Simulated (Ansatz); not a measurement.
```xyz
15

C     1.087   -3.083   -0.550
Cd    0.208   -1.203   -0.123
C    -0.682    0.698    0.310
C    -0.885    1.538   -0.945
C     0.100    1.474    1.364
H     1.197   -3.220   -1.628
H     2.075   -3.158   -0.092
H     0.466   -3.894   -0.162
H    -1.669    0.462    0.725
H     0.066    1.788   -1.427
H    -1.375    2.493   -0.705
H    -1.505    1.035   -1.691
H     1.111    1.719    1.023
H    -0.393    2.428    1.597
H     0.198    0.922    2.303
```

Charge 0, multiplicity 1. Cd: def2 effective core potential.

Problem. List the r2SCAN/def2-TZVPP orbital energies in eV (the Gaussian-basis code of Ansatz). (Estimate.)

Solution. The calculation gave: Occupied: -272.70, -272.58, -272.58, -272.24, -111.46, -71.02, -71.01, -70.85, -20.00, -17.49, -17.19, -14.56, -12.70, -12.54, -12.52, -12.52, -12.48, -10.99, -10.61, -9.85, -9.39, -9.36, -9.28, -8.21, -8.06, -7.11, -5.37. Lowest empty: -0.49, -0.44, -0.21, 1.59, 2.33, 2.82, 2.99, 3.27.
